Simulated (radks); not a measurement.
Species: Ba2+. Configuration: [Xe]. Calculated with a radial shooting solver on a logarithmic mesh with Libxc functionals: Dirac Kohn-Sham, LDA (Slater exchange, Perdew-Wang correlation), spin-unpolarised, spherical densities, finite nucleus; Fermi nuclear charge, rms radius 4.8378 fm. Some entries of the table are withheld. Estimate them.

orbital  occ.  eigenvalue (hartree)  r(max) (bohr)  <r^2> (bohr^2)
1s1/2       2             -1367.049        0.01644       0.0008899
2s1/2       2             -216.4283        0.09311         0.01417
2p1/2       2             -204.0041        0.07108         0.01042
2p3/2       4             -189.9941        0.07616         0.01169
3s1/2       2             -46.03451         0.2669         0.09760
3p1/2       2                   (1)         0.2533         0.09231
3p3/2       4                   (2)         0.2645          0.1001
3d3/2       4             -28.88869         0.2131             (3)
3d5/2       6             -28.31103         0.2163             (4)
4s1/2       2              -9.39181         0.6253          0.5134
4p1/2       2              -7.49071         0.6371             (5)
4p3/2       4              -6.92184         0.6616             (6)
4d3/2       4              -3.81077            (7)          0.7349
4d5/2       6              -3.71415            (8)          0.7536
5s1/2       2              -1.69685          1.466           2.982
5p1/2       2              -1.19674          1.616           3.823
5p3/2       4              -1.11698          1.686           4.163

Answer. 
(1) 3p1/2 eigenvalue (hartree): -40.80675
(2) 3p3/2 eigenvalue (hartree): -38.10011
(3) 3d3/2 <r^2> (bohr^2): 0.08272
(4) 3d5/2 <r^2> (bohr^2): 0.08494
(5) 4p1/2 <r^2> (bohr^2): 0.5532
(6) 4p3/2 <r^2> (bohr^2): 0.5976
(7) 4d3/2 r(max) (bohr): 0.6908
(8) 4d5/2 r(max) (bohr): 0.6990
